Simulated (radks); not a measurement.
The carbon ion C2+, 4 electrons, occupied as [He] 2s1.5 2p0.5 (fractional occupations, a model configuration). Calculated with a radial shooting solver on a logarithmic mesh with Libxc functionals: scalar-relativistic Kohn-Sham, PBEsol, spin-polarised, spherical densities, finite nucleus; open shells are filled with parallel spins first; Fermi nuclear charge, rms radius 2.4702 fm.

Unscreened Slater integrals over Kohn-Sham orbitals (hartree). They are taken over the spin-up orbitals.

F0(2p,2p): 0.69349
F2(2p,2p): 0.32653
F0(2p,2s): 0.67660
G1(2p,2s): 0.41641
F0(2p,1s): 0.96194
G1(2p,1s): 0.11465
F0(2s,2s): 0.66643
F0(2s,1s): 0.93349
G0(2s,1s): 0.075713
F0(1s,1s): 3.4842

Derived for the open shells (J is the average intra-shell exchange parameter used in DFT+U). 2p: J = F2/5 = 0.06531 hartree.
